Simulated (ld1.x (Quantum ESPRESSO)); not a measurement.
# What one change does to a pseudopotential (As, TM)

arsenic (As), norm-conserving Troullier–Martins (Kleinman–Bylander form), made with ld1.x (Quantum ESPRESSO) 7.5 (PBE, fully relativistic). Core [Ar] 3d10, reference 4s2 4p3. Waves: 4s (bound): rc 1.35 bohr; 4p (bound): rc 1.55 bohr; 4d channel at 0.25 Ry: rc 1.35 bohr. Local part: all-electron potential smoothed inside 1.35 bohr (lloc = -1). Core correction: none.

Open shells are filled in proportion to 2j + 1 (rel_dist='average').

Change: wave 4p (bound): rc 1.55 bohr becomes 4p (bound): rc 1.98 bohr.

Cutoffs: the cutoffs (Ry, on a coarse ladder) from which the occupation-weighted sum of valence levels, in a spherical-Bessel basis at the reference potential, stays within 10 and 1 mRy of its value at 400 Ry; they do not see the model core or the augmentation charge, which bear on the density cutoff. Errors are all-electron minus pseudo energies relative to the spin-unpolarised reference configuration.

Q: Predict the effect on cutoff, ghosts and configuration errors.

A: The potential gets neither clearly harder nor softer (40 Ry and 90 Ry → 35 Ry and 90 Ry); both files keep a bound ghost (d); of the 7 tests that both files solve, the error grows in 3 and shrinks in 0 by more than 15 % and 0.3 meV (median size 24.8 → 31.3 meV). More of the atom is replaced by a form fitted at one configuration, so other configurations suffer.

| quantity | base | changed |
| --- | --- | --- |
| cutoff, loose | 40 Ry | 35 Ry |
| cutoff, tight | 90 Ry | 90 Ry |
| bound ghosts | d3/2, d5/2 | d3/2, d5/2 |
| error for 4s2 4p2, meV [ΔE 9.15 eV] | +25 | +31 |
| error for 4s2 4p1, meV [ΔE 27.07 eV] | +176 | +221 |
| error for 4s2 4p0, meV [ΔE 54.78 eV] | +775 | +872 |
| error for 4s1 4p4, meV [ΔE 9.41 eV] | +9.0 | +8.8 |
| error for 4s1 4p0, meV [ΔE 105.43 eV] | +2231 | +2358 |
| error for 4s2 4p3.3, meV [ΔE -1.23 eV] | +0.6 | +0.7 |
| error for 4s2 4p2.5, meV [ΔE 3.56 eV] | +6.9 | +8.4 |

 A true bound ghost makes a file unfit for plane-wave use even where its test errors are small: the radial tests pick states by their node count and pass the ghost by.
